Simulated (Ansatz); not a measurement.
The H–H spacing of H4 rectangle is stretched (multiplicity 1).
Geometry at rest (charge 0, multiplicity 1):
```xyz
4

H      0.000     0.000     0.000
H      0.000     0.000     1.000
H      4.000     0.000     0.000
H      4.000     0.000     1.000
```

Codes used: Ansatz (Gaussian basis) for Hartree–Fock, density functionals and correlated methods. 

Natural occupations of CASSCF(4,4)/cc-pVTZ:

```json
[
 {"R (Å)": "4.000", "occupations": "1.948 1.947 0.053 0.053"},
 {"R (Å)": "4.000", "occupations": "1.948 1.947 0.053 0.053"},
 {"R (Å)": "4.000", "occupations": "1.948 1.947 0.053 0.053"}
]
```

### Question
Count the electrons that have left the 2 most occupied orbitals, and the effectively unpaired electrons Σ min(n, 2 − n).

### Answer

- R = 4.000 Å: 0.11 electrons in the weakly occupied orbitals, 0.21 unpaired
- R = 4.000 Å: 0.11 electrons in the weakly occupied orbitals, 0.21 unpaired
- R = 4.000 Å: 0.11 electrons in the weakly occupied orbitals, 0.21 unpaired
Each bonding pair that breaks into one electron on either fragment adds two; pairs that stay whole add only the little that their own correlation moves into empty orbitals.

Ansatz is an electronic-structure program.
